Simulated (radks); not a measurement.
All-electron atom: K2+ in [Ne] 3s2 3p5 (the NIST ground configuration). All-electron calculation, scalar-relativistic Kohn-Sham, PBE, spin-polarised, spherical densities, finite nucleus; open shells are filled with parallel spins first; Fermi nuclear charge, rms radius 3.4349 fm. Program: a radial shooting solver on a logarithmic mesh with Libxc functionals.

Local quantities along the radius. ELF = 1/(1 + alpha^2) is the electron localisation function; alpha = (tau - tau_W)/tau_unif compares the Pauli kinetic energy density with that of the uniform gas (summed over spins); 4 pi r^2 rho is in e/bohr. tau is taken from the large components.

r (bohr),ELF,alpha,4 pi r^2 rho
0.006339,1.000,0.01426,1.888
0.008189,1.000,0.01560,2.923
0.01049,1.000,0.01750,4.376
0.01345,1.000,0.02036,6.393
0.01737,0.999,0.02496,9.150
0.02226,0.999,0.03223,12.43
0.02852,0.998,0.04480,16.05
0.03655,0.995,0.06826,19.43
0.04722,0.986,0.1187,21.78
0.06051,0.949,0.2311,22.10
0.07754,0.798,0.5032,20.31
0.09936,0.457,1.091,17.49
0.1283,0.252,1.721,15.79
0.1645,0.340,1.394,17.13
0.2108,0.631,0.7650,20.67
0.2701,0.818,0.4718,22.84
0.3489,0.854,0.4132,20.06
0.4471,0.710,0.6393,13.23
0.5729,0.209,1.945,7.072
0.7401,0.141,2.468,5.134
0.9484,0.652,0.7300,6.093
1.215,0.873,0.3817,6.104
1.557,0.855,0.4126,4.090
2.012,0.686,0.6766,1.697
2.578,0.300,1.526,0.4447
3.304,0.040,4.926,0.06652
4.233,0.002,24.98,0.004861
5.468,0.000,244.3,0.0001265

On this mesh the ELF has minima near r = 0.13, 0.65 bohr, which separate the shells, and maxima near 0.35 (0.85), 1.4 (0.88).

Self-consistent cycle (total energy in hartree, residual of the potential): 1: -599.795616, 4e+00; 2: -600.446859, 2e+00; 3: -600.763329, 2e-01; 4: -600.764699, 7e-02; 5: -600.765052, 2e-03; 6: -600.765047, 5e-04; 7: -600.765047, 1e-04; 8: -600.765047, 4e-06; 9: -600.765047, 2e-06; 10: -600.765047, 1e-06; 11: -600.765047, 3e-07; 12: -600.765047, 2e-08; 13: -600.765047, 2e-08; 14: -600.765047, 2e-08; 15: -600.765047, 5e-09; 16: -600.765047, 2e-09.
